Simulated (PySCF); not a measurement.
CdH₃NO. Atoms are numbered in the order given.

```xyz
6

Cd    -0.0108    -0.0057     0.0000
O     -1.9728    -0.0971     0.0000
H     -2.3863     0.7688     0.0000
N      1.9860     0.1315     0.0000
H      2.3938    -0.3195    -0.8112
H      2.3938    -0.3195     0.8112
```

Geometry: PBE0-D3(BJ)/def2-TZVP. The def2 effective core potentials stand for the cores of Cd; spin–orbit coupling is left out. One conformer was computed; it need not be the lowest.

Level of theory: PBE0-D3(BJ)/def2-TZVP in PySCF.

Frequencies are harmonic and unscaled.

### Question
Give all harmonic wavenumbers and intensities. (An estimate is asked for; the answer gives what the named calculation found.)

### Answer

```tsv
mode	ν (cm⁻¹)	IR (km/mol)	Raman (Å⁴/amu)	depolarisation	moving atoms (share of kinetic energy)
1	131	84.1	0.1	0.75	O 40 %, N 24 %, H 20 %, Cd 15 %
2	147	15.8	0.3	0.52	O 34 %, N 30 %, Cd 22 %, H 14 %
3	165	56.9	0.2	0.75	H 86 %
4	523	14.4	43.7	0.19	N 60 %, O 32 %, H 8 %
5	608	144.9	0.8	0.38	H 48 %, O 34 %, N 12 %
6	642	50.2	0.6	0.21	H 38 %, N 25 %, O 21 %, Cd 17 %
7	791	49.3	2.1	0.40	H 92 %
8	823	18.5	0.9	0.75	H 91 %
9	1562	10.8	2.0	0.24	H 92 %, N 8 %
10	3521	4.9	177.0	0.08	H 96 %
11	3614	6.7	82.2	0.75	H 92 %, N 8 %
12	3891	38.6	144.7	0.21	H 94 %
```
